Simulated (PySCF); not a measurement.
PdF₃ (doublet). Method: UPBE0/[Pd def2-SVP with ECP28, F def2-SVP], scalar-relativistic core potentials, density fitting, no spin–orbit coupling, PySCF.

Harmonic bands of its minimum:

```tsv
ω (cm⁻¹)	IR (km/mol)
106	20.0
180	2.1
201	16.4
601	31.6
633	1.0
708	113
```

Problem. The central atom is Pd. Infer the point group and assign the bands.

Solution. Cs. The modes span 4a' + 2a'': 106 a', 180 a'', 201 a', 601 a', 633 a', 708 a''. The computed geometry has Pd–F 1.838 Å (×2), Pd–F 1.865 Å; F–Pd–F 94.8° (×2), F–Pd–F 165.3°.

Other isomers or separated fragments may lie lower. Other spin states or occupations of the open shell can lie lower.
